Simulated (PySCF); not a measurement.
Calculation: PySCF with B3LYP-D3(BJ)/def2-TZVP // PBE-D3(BJ)/def2-SVP. All species are isolated molecules in the gas phase. B3LYP has the VWN-RPA correlation part, as in Gaussian. 

Reference species: [Pd(NH3)4]2+ (charge +2, multiplicity 1).

* **mean distance from the central atom to its bonded neighbours**: 2.088 Å
* **charge on the central atom (Mulliken)**: 0.61 e

Changed species: [Zn(NH3)4]2+ (M = Zn, multiplicity 1; the reference has M = Pd, multiplicity 1).

Task: What does the change do to the mean distance from the central atom to its bonded neighbours and charge on the central atom (Mulliken)?

Result: the mean distance from the central atom to its bonded neighbours decreases by 0.012 Å, to 2.076 Å; the charge on the central atom (Mulliken) rises by 0.05 e, to 0.66 e.
